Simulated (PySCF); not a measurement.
Ge(OH)2 (GeH2O2), SMILES [Ge]([OH])[OH] (connectivity only; charge and spin as stated), neutral, multiplicity 1. The structure is a stationary point at PBE-D3(BJ)/def2-TZVP. Other conformers were not sampled.

TDA-CAM-B3LYP/def2-SVPD run with PySCF puts the lowest singlet excitations at 4.84, 6.11, 7.06, 7.08, 7.15, 7.41 eV.

Q: What are the lowest excitation roots from ADC(2)/aug-cc-pVDZ in PySCF? (Estimate from the structure and the level; the computed values follow.)

A: 4.47, 5.51, 6.02, 6.39, 6.63, 6.72 eV. S1 differs by -0.37 eV (second minus first; roots are paired by order, and the bases may differ).
